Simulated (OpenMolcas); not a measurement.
Levels of Cu VI by method

```json
{"Program": "OpenMolcas 26.06", "Basis": "ANO-RCC-VTZP [6s5p3d2f1g]", "Scalar Hamiltonian": "DKH2, point nucleus", "Active space": "6 electrons in 10 orbitals (3d 4d)", "State averaging": "2S+1 = 5 even, 5 roots; 2S+1 = 3 even, 45 roots; 2S+1 = 1 even, 44 roots", "Spin-orbit coupling": "state interaction with AMFI integrals over the reference wave functions, term energies averaged over their components"}
```

Methods on the same reference wave functions:
A. CASSCF
B. SS-CASPT2, IPEA 0.25 Eh, imaginary shift 0.1 Eh (closed shells correlated: 3s 3p)
C. MS-CASPT2, IPEA 0.25 Eh, imaginary shift 0.1 Eh (closed shells correlated: 3s 3p)

Energies in cm-1 above 3d6 5D4, the measured ground level; measured values from Sugar and Musgrove, J. Phys. Chem. Ref. Data 19, 527 (1990).

| Level | A | B | C | Measured |
| --- | --- | --- | --- | --- |
| 3d6 5D4 | 0.0 | 0.0 | 0.0 | 0.0 |
| 3d6 5D3 | 1100 | 1105 | 1105 | 1196 |
| 3d6 5D2 | 1845 | 1841 | 1842 | 1987 |
| 3d6 5D1 | 2319 | 2310 | 2310 | 2490 |
| 3d6 5D0 | 2550 | 2530 | 2540 | 2733 |
| 3d6 3H6 | 32236 | 31360 | 31360 | 30418 |
| 3d6 3H5 | 32740 | 31810 | 31810 | 31009 |
| 3d6 3H4 | 33054 | 32010 | 32010 | 31288 |
| 3d6 3P2(1) | 34884 | 29900 | 29890 | 29285 |
| 3d6 3F4(1) | 36678 | 33570 | 33570 | 32756 |
| 3d6 3F3(1) | 37317 | 34060 | 34060 | 33296 |
| 3d6 3F2(1) | 37815 | 34480 | 34480 | 33740 |
| 3d6 3P1(1) | 38209 | 33240 | 33210 | 32685 |
| 3d6 3P0(1) | 39427 | 34460 | 34440 | 33868 |
| 3d6 3G5 | 40701 | 38300 | 38300 | 37378 |
| 3d6 3G4 | 41792 | 39310 | 39310 | 38469 |
| 3d6 3G3 | 42157 | 39650 | 39650 | 38907 |
| 3d6 1I6 | 48719 | 47790 | 47790 | 46406 |
| 3d6 1G4(1) | 51689 | 49180 | 49180 | 47612 |
| 3d6 3D1 | 52282 | 47630 | 47630 |  |
| 3d6 3D2 | 52315 | 47610 | 47610 |  |
| 3d6 3D3 | 52656 | 48000 | 48000 | 47119 |
| 3d6 1S0 | 59778 | 55030 | 55010 | 53787 |
| 3d6 1D2 | 63845 | 56400 | 56400 | 54747 |

Deviations, from unrounded energies. A percentage is the sum of absolute deviations over the sum of measured energies, with the sign that they share, or ± where signs differ.

| Against measurement | Levels | A | B | C |
| --- | --- | --- | --- | --- |
| mean absolute deviation (cm-1) | 21 | 3400 | 780 | 780 |
| fine structure of the ground term (%) | 4 | -7.0 | -7.4 | -7.3 |
| other terms of the ground configuration (%) | 17 | +10.9 | +2.4 | +2.4 |

B, C lie about equally close to measurement and A furthest from it. The largest miss of C in the table is 3d6 1D2, by +1600 cm-1. The ranking rests on the paired levels alone, and a cruder setting can come out closer through cancelling errors.

Between B and C the level of the table that moves most is 3d6 3P0(1), by 25 cm-1 (lowest in C, highest in B). Moves below CASPT2's spread within the term are not significant.

The two smallest mean deviations differ by little beside CASPT2's spread within terms, so their order carries little weight.

From A to B the spin-free energies of the other terms of 3d6 shown, above 5D, scale by factors of 0.86 to 0.98.

The lowest spin-free term lies below A's lowest term by 0.396 hartree in B, 0.396 hartree in C.

CASPT2 breaks the degeneracy within a term, and the mean is taken; among the terms shown or strongly mixed into the levels shown the widest spread is 1100 cm-1 (3d6 1I, C). Active for correlation alone: 4d; no level in the range computed is led by a configuration that fills it, so any true level of that kind is missing. Without dynamic correlation excited terms often stand tens of per cent too high (terms of higher spin than the ground term too low), and those without a measured partner can miss by more than the paired ones (holds for A). Some levels mix across a computed gap that differs much from the measured one, so their mixing is not that of the real levels (holds for A). The CASPT2 spread within a term exceeds the gap to the next term for 3d6 1I and 3d6 3D, so the order of their levels is uncertain (holds for C). Computed and measured levels are paired by configuration, term and J; levels that our copy of the source lacks, or whose pairing is in doubt (as where it misses far off the trend of its configuration), stay unpaired and out of the deviations. Only configurations of the active space appear. The table leaves out levels that lie high or whose names do not pair safely across all columns.

A number in round brackets counts repeated terms of one configuration in the order of the reference energies.
